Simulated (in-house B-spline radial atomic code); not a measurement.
Relativistic effects in Kr4+, [Ar] 3d10 4s2 4p2: non-relativistic Hartree-Fock (point nucleus) against Dirac-Hartree-Fock (Fermi nucleus of rms radius 4.1884 fm), both averages of the configuration, computed with an all-electron radial atomic-structure program (B-spline basis).

| orbital | ε NR (Eh) | ε Dirac (Eh) | <r> NR (bohr) | <r> Dirac (bohr) | change of <r> (%) |
| --- | --- | --- | --- | --- | --- |
| 1s1/2 | -522.3 | -531.83 | 0.04244 | 0.04147 | -2.3 |
| 2s1/2 | -72.004 | -74.19 | 0.1872 | 0.1827 | -2.4 |
| 2p1/2 | -65.111 | -66.985 | 0.1619 | 0.1574 | -2.8 |
| 2p3/2 | -65.111 | -64.989 | 0.1619 | 0.1613 | -0.3 |
| 3s1/2 | -12.919 | -13.304 | 0.537 | 0.5264 | -2.0 |
| 3p1/2 | -10.392 | -10.69 | 0.5424 | 0.5312 | -2.1 |
| 3p3/2 | -10.392 | ? | 0.5424 | ? | ? |
| 3d3/2 | -5.8924 | ? | 0.5472 | ? | ? |
| 3d5/2 | -5.8924 | -5.8023 | 0.5472 | 0.5504 | +0.6 |
| 4s1/2 | -2.863 | -2.9135 | 1.472 | 1.448 | -1.6 |
| 4p1/2 | -2.3015 | -2.3323 | 1.622 | 1.599 | -1.4 |
| 4p3/2 | -2.3015 | -2.2973 | 1.622 | 1.62 | -0.1 |

(1) What happens to 3d3/2?

(2) What happens to 3p3/2?

(3) What explains the pattern of contraction and expansion?

(4) By how much does the total energy change?

## Answers

(1) Its energy goes to -5.8532 hartree and <r> to 0.5467 bohr (-0.10 %).

(2) Its energy goes to -10.382 hartree and <r> to 0.5409 bohr (-0.27 %).

(3) Expansion is seen in 3d5/2. The s and p1/2 orbitals contract directly, screen the nucleus better, and so push out orbitals that have little density near the nucleus; spin-orbit coupling adds to this for j = l + 1/2 and opposes it for j = l - 1/2.

(4) By -36.799 hartree, from -2747.565 to -2784.364.
